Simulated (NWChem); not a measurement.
Species: TiH4O2; SMILES [OH][TiH2][OH]

```xyz
7

Ti     0.0000     0.0000    -0.4098
O      1.5150    -0.0006     0.4740
H      2.0645    -0.0009     1.2660
O     -1.5150     0.0006     0.4740
H     -2.0645     0.0009     1.2660
H     -0.0006    -1.3773    -1.4192
H      0.0006     1.3773    -1.4192
```
Atoms are numbered in this order, from 1.

Program: NWChem. All runs use the structure optimised with B3LYP/6-31G* (spherical d). Vzz is the largest principal value of the second derivative of the potential at the nucleus (NWChem prints the opposite sign); η is the asymmetry. Non-relativistic.

Problem. Predict the results for Hartree-Fock/def2-TZVP. Quantities: Vzz Ti1 (a.u.); η Ti1; Vzz O4 (a.u.); η O4.

Solution. 
```json
{
 "Vzz Ti1 (a.u.)": "-0.207",
 "η Ti1": "0.04",
 "Vzz O4 (a.u.)": "1.250",
 "η O4": "0.05"
}
```
